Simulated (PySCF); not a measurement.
# How many f electrons in LaS?

Unrestricted PBE0; basis La x2c-SVPall, S x2c-SVPall; spin-free X2C with a Gaussian nucleus; PySCF 2.14. The search starts from ions with several 4f fillings and holds each by maximum overlap.

The lowest solution has 2Ms+1 = 2, about 0.1 4f electrons, near 2.36 Å.

Solutions at the starting distance of 2.374 Å, counted from the lowest; the search is not exhaustive:

```csv
2Ms+1,4f population,E (eV),⟨S²⟩,⟨Lz²⟩,μ (D)
2,0.10,0.00,0.75,0.0,-5.66
2,0.09,0.56,0.75,4.0,-8.13
2,0.12,1.22,0.75,1.0,-5.60
4,0.08,2.87,3.75,4.0,-2.95
4,0.10,3.44,3.75,1.1,-1.40
```

Partly filled real f orbitals mix terms, so no term symbols are given. A positive dipole means La(−)S(+).

Spin–orbit coupling is left out. Counting both spins, an empty level lies below a filled one in some of these solutions, because spin and occupation are held. The state is the lowest single determinant that the PBE0 search found; with open d or f shells the true ground state can be another one.
